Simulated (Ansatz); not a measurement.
Consider the hydrogen abstraction from the Sn–H bond: `[OH][SnH]([OH])[Cl]` + `[SiH3]`• → `[OH][Sn]([OH])[Cl]`• + SiH₄.

Computed with Ansatz on PBE0-D4/def2-TZVP structures; ΔE is electronic, products minus reactants. CCSD(T)/CBS adds triple-zeta CCSD(T) − MP2 to the extrapolated MP2 energy (def2 sets, frozen cores). This one scheme is used for every species. DFT in def2-TZVPP. HSE06 is defined as in plane-wave codes. Open shells (•) are unrestricted, without spin–orbit coupling. def2 core potentials past Kr. For Sn outer-core shells are correlated without core-valence functions, which leaves a few kJ/mol of doubt a bond. Each species was taken in one conformer, which may not be the lowest.

`[OH][SnH]([OH])[Cl]`:

Z-matrix (Å, degrees):
```
Sn
O 1 1.941
Cl 1 2.324 2 109.6
O 1 1.948 2 107.4 3 -113.1
H 1 1.688 2 108.3 3 122.6
H 2 0.961 1 113.2 3 71.2
H 4 0.961 1 112.3 2 119.9
```

`[SiH3]`•:

Cartesian coordinates in Å:
```
Si -0.172 -0.188 -0.222
H -0.199 1.218 -0.705
H 1.218 -0.712 -0.169
H -0.847 -0.318 1.095
```

`[OH][Sn]([OH])[Cl]`•:

Z-matrix (Å, degrees):
```
Sn
O 1 1.960
Cl 1 2.349 2 108.0
O 1 1.969 2 101.9 3 114.8
H 2 0.964 1 110.7 3 -133.8
H 4 0.962 1 114.3 2 -158.5
```

SiH₄:

Z-matrix (Å, degrees):
```
Si
H 1 1.485
H 1 1.485 2 109.5
H 1 1.485 2 109.5 3 -120.0
H 1 1.485 2 109.5 3 120.0
```

```tsv
level	ΔE (kJ/mol)	difference from CCSD(T)/CBS
HSE06-D4	-87.0	-6.8
BHLYP-D4	-88.5	-8.3
PBE	-100.0	-19.8
revPBE	-100.6	-20.4
HSE06	-87.5	-7.3
BHLYP	-89.1	-8.9
HF/def2-SVP	-66.4	13.8
HF/def2-TZVPP	-68.0	12.2
CCSD(T)/def2-TZVPP	-78.7	1.5
HF/def2-QZVPP	-68.6	11.6
CCSD(T)/CBS	-80.2	0
```

Largest T1 diagnostic among the species: 0.018.

From BLYP to BHLYP (50 % exact exchange), in def2-TZVPP and without D4, ΔE moves by +25.0 kJ/mol. In def2-TZVPP, CCSD(T) changes the Hartree–Fock value by −10.7 kJ/mol (the triples alone add −1.9 kJ/mol) and MP2 by −9.6 kJ/mol.
